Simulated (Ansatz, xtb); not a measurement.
System: CBr2 (charge 0, singlet). 
Structure (B3LYP-D3(BJ)/def2-TZVP (Ansatz, a quantum-chemistry and plane-wave program) minimum search):
SMILES: Br[C]Br
```xyz
3

C      0.0657    -0.0511     0.9940
Br     0.8365     1.3172    -0.0734
Br    -0.8477    -1.3085    -0.0970
```

Harmonic wavenumbers from GFN2-xTB (xtb, at its own minimum), cm⁻¹: 199, 636, 688.

Give the harmonic wavenumbers at B3LYP-D3(BJ)/def2-TZVP (Ansatz, finite differences of forces, unscaled).

194, 590, 630 cm⁻¹. Zero-point energy 2.0 kcal/mol.

From these and the geometry, give the ideal-gas thermochemistry at 298.15 K and 1 atm (rigid rotor, harmonic oscillator).

Point group C2v, rotational symmetry number 2. Rotational constants 38.57, 1.3, 1.257 GHz. S(trans) 41.33, S(rot) 24.66, S(vib) 3.06, S(elec, spin only) 0.00, S 69.1 cal/(mol K). H(298) - H(0) 2.92 kcal/mol; G - E(el) -15.6 kcal/mol.
